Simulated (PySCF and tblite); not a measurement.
Results of a calculation; reference values are marked as such.
C₆H₁₀F₂, numbered as in [F:1][C:2]1([F:3])[CH2:4][CH2:5][CH2:6][CH2:7][CH2:8]1.

Conformers came from 90 starts (ETKDG and KDG, MMFF94s, GFN2-xTB); geometries are PBE0-D3(BJ)/def2-SVP. Free energies are CAM-B3LYP-D3(BJ)/def2-TZVP (IEF-PCM, chloroform) single points with GFN2-xTB rigid-rotor and vibrational terms (modes under about 100 cm⁻¹ blended into free rotors). Symmetry numbers and mirror images are counted. Conformers within 3 kcal/mol (GFN2-xTB free energy) were kept, 8 at most. GIAO shieldings: PBE0/pcSseg-1 (IEF-PCM, chloroform). Shifts are against TMS (¹H), TMS (¹³C), CFCl3 (¹⁹F) at the same level. (PySCF 2.14, tblite 0.8.)

(1) List the conformer-averaged shifts at 298.15 K.

Unscaled ¹⁹F shifts at such levels can be off by tens of ppm; differences between conformers or isomers are more reliable. Shifts are unscaled: against experiment ¹³C can be off by 15 ppm or more and ¹H by 0.8 ppm.

Results:

(1) ¹H: 1.73 (H4/H8, 4H), 1.57 (H5/H7, 4H), 1.33 (H6, 2H) ppm. ¹³C: 125.7 (C2), 36.8 (C4/C8), 27.0 (C6), 25.6 (C5/C7) ppm. ¹⁹F: -119.0 (F1/F3) ppm.
